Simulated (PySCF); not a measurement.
System: C3H4Cl, net charge -1, singlet state. It need not be the lowest isomer of its formula. Whether it binds its extra electron was not tested at this geometry. SMILES: C(C=[CH-])Cl
Structure (B3LYP-D3(BJ)/def2-TZVP (Ansatz) minimum search):
```xyz
8

C     -2.2616     0.0060    -0.6666
C     -1.1751    -0.6435    -0.1813
C      0.1578    -0.3052    -0.6823
Cl     1.3602     0.4867     0.6647
H     -3.1773    -0.4686    -0.2482
H     -1.1763    -1.4749     0.5433
H      0.1142     0.4698    -1.4411
H      0.7900    -1.1431    -0.9729
```
Charge -1, spin multiplicity 1.

Dispersion corrections to the total energy (kcal/mol) from the dftd3 and dftd4 libraries through PySCF: D3(BJ) without and D4 with the three-body term, each with the damping fitted for the functional named.

| functional | D3(BJ) | D4 |
|---|---|---|
| CAM-B3LYP | -2.71 | -3.31 |
| PW6B95 | -1.72 | -3.41 |
| HF | -28.79 | ___ |
| PBE | ___ | -3.95 |
| HSE06 | ___ | -3.05 |
| B3LYP | -6.16 | -6.35 |
| BP86 | -5.56 | -5.20 |

### Question
Some entries are withheld; supply them.

### Answer

- HF, D4: -15.01
- PBE, D3(BJ): -3.54
- HSE06, D3(BJ): -2.27
